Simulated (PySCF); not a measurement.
Job file and geometry (Å, from GFN2-xTB) of an NMR shielding run on SMILES C#C[P@@](=O)(O)C1CCC1, C₆H₉O₂P, PySCF 2.14.0, density-fitted response routines, GIAO PBE0/pcSseg-1 NMR shielding, non-relativistic, gas phase; density fitting, a coarse starting grid and PySCF grid level 2 are the driver's defaults:

```
$ OMP_NUM_THREADS=1 python probes_run.py task.json out

{"job": {"kind": "nmr", "xc": "PBE0", "basis": "pcSseg-1"}, "charge": 0, "multiplicity": 1}
C      2.044213    -0.413250    -2.234608
C      1.671385     0.049381    -1.192125
P      1.243904     0.718423     0.402268
O      2.197540     0.396856     1.468242
O      1.167403     2.305615     0.126982
C     -0.496939     0.240209     0.662137
C     -1.396000     0.526354    -0.545994
C     -1.440156    -0.978014    -0.852451
C     -0.701376    -1.267531     0.462729
H      2.349748    -0.815646    -3.157279
H      1.873956     2.724954     0.621410
H     -0.814738     0.651344     1.622587
H     -0.938381     1.148010    -1.313852
H     -2.361329     0.950123    -0.276237
H     -0.868997    -1.254071    -1.736163
H     -2.437187    -1.407313    -0.926764
H      0.222043    -1.839701     0.366147
H     -1.323849    -1.729426     1.226553
```

Question: Write the output of this run.

Answer: 
```
coarse grid: 15896 points
cycle   1  E = -724.8773313231  dE =  1.673e+00  |g| = 1.081e+00  |ddm| = 4.173e+00
cycle   2  E = -724.3880578807  dE =  4.893e-01  |g| = 1.898e+00  |ddm| = 3.210e+00
cycle   3  E = -725.0749363424  dE = -6.869e-01  |g| = 3.447e-01  |ddm| = 2.473e+00
cycle   4  E = -725.0983335604  dE = -2.340e-02  |g| = 9.095e-02  |ddm| = 3.898e-01
cycle   5  E = -725.0994408364  dE = -1.107e-03  |g| = 4.019e-02  |ddm| = 8.686e-02
cycle   6  E = -725.0997713704  dE = -3.305e-04  |g| = 1.575e-02  |ddm| = 3.818e-02
cycle   7  E = -725.0998276469  dE = -5.628e-05  |g| = 4.984e-03  |ddm| = 1.374e-02
cycle   8  E = -725.0998331332  dE = -5.486e-06  |g| = 1.003e-03  |ddm| = 4.552e-03
final grid: 149944 points
cycle   9  E = -725.1774467378  dE = -3.046e-05  |g| = 1.297e-02  |ddm| = 3.808e-02
cycle  10  E = -725.1773923691  dE =  5.437e-05  |g| = 2.089e-02  |ddm| = 3.204e-02
cycle  11  E = -725.1774821572  dE = -8.979e-05  |g| = 2.733e-03  |ddm| = 2.110e-02
cycle  12  E = -725.1774835953  dE = -1.438e-06  |g| = 4.294e-04  |ddm| = 2.498e-03
cycle  13  E = -725.1774836182  dE = -2.288e-08  |g| = 2.718e-04  |ddm| = 4.866e-04
cycle  14  E = -725.1774836342  dE = -1.608e-08  |g| = 8.183e-05  |ddm| = 2.257e-04
cycle  15  E = -725.1774836357  dE = -1.432e-09  |g| = 2.479e-05  |ddm| = 7.658e-05
cycle  16  E = -725.1774836358  dE = -1.251e-10  |g| = 4.300e-06  |ddm| = 2.253e-05
converged SCF energy = -725.1774836358

GIAO shielding tensors (ppm)
atom      isotropic    diamagn.    paramagn.     s11        s22        s33       span
  0 C       93.360     258.087    -164.727     13.945     21.660    244.475    230.530
  1 C      104.013     274.727    -170.714      7.373     11.649    293.017    285.644
  2 P      300.843     960.802    -659.959    208.597    249.724    444.208    235.611
  3 O      179.297     392.369    -213.072    115.704    163.530    258.657    142.953
  4 O      220.436     386.704    -166.268    153.501    218.688    289.119    135.618
  5 C      149.590     257.358    -107.769    143.165    147.407    158.196     15.032
  6 C      166.403     250.179     -83.777    153.401    161.132    184.675     31.275
  7 C      167.591     251.461     -83.870    155.403    165.324    182.045     26.642
  8 C      167.175     250.292     -83.117    155.109    161.535    184.880     29.771
  9 H       29.562      33.242      -3.680     24.450     24.880     39.358     14.908
 10 H       29.070      26.679       2.391     22.456     24.035     40.720     18.264
 11 H       29.246      32.373      -3.127     25.476     28.355     33.906      8.430
 12 H       29.519      31.199      -1.680     25.917     28.846     33.795      7.878
 13 H       29.259      30.602      -1.343     25.697     26.880     35.202      9.505
 14 H       29.296      32.076      -2.780     25.259     29.025     33.603      8.344
 15 H       29.707      30.071      -0.363     26.235     26.313     36.573     10.338
 16 H       29.429      31.417      -1.989     25.847     28.524     33.916      8.069
 17 H       29.238      30.834      -1.596     25.753     26.621     35.341      9.587
```

Size and cost of the density-fitted run: 205 basis functions, 30 s wall time on 1 thread of an Arm Neoverse V2, shared host; peak memory 0.85 GiB.
